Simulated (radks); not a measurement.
Spherical jellium clusters: N electrons in a uniform positive sphere of charge N and radius rs N^(1/3), rs = 5.08 bohr. Method: non-relativistic Kohn-Sham, PBEsol, spin-polarised, spherical densities; computed with a radial shooting solver with Libxc functionals. Levels are named by radial order and angular momentum (1s, 1p, 1d, 2s, ...), and open shells are averaged over m.

N = 8, configuration 1s2 1p6. This is the lowest configuration that the search found. Occupied levels:

level,occupation,eigenvalue (eV),<r> (bohr)
1s,2,-3.4218,6.793
1p,6,-2.6583,8.038

Energy (eV): total -14.2908, kinetic 8.7487, external -203.84, Hartree 101.34, exchange-correlation -23.391, background 102.85.
